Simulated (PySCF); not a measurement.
hydrogen selenide (H2Se), SMILES [SeH2]. Atoms are numbered in the order given.

```xyz
3

Se     0.0000     0.0000     0.0566
H      0.0000    -1.0493    -0.9621
H      0.0000     1.0493    -0.9621
```
Charge 0, spin multiplicity 1.

Geometry optimised at ωB97X-D3(BJ)/def2-TZVPD.

Method: PySCF with CAM-B3LYP/def2-TZVPD.

Symmetry labels are those of the subgroup C2v that the program uses (full group C2v).

Computed valence orbital energies around the gap with their symmetry:
```csv
orbital,symmetry,energy (eV)
HOMO−7,A1,-59.79
HOMO−6,A2,-59.61
HOMO−5,B1,-59.53
HOMO−4,A1,-59.50
HOMO−3,A1,-21.74
HOMO−2,B2,-13.22
HOMO−1,A1,-11.41
HOMO,B1,-8.47
LUMO,A1,0.48
LUMO+1,B2,0.97
LUMO+2,B2,1.24
LUMO+3,A1,1.32
```
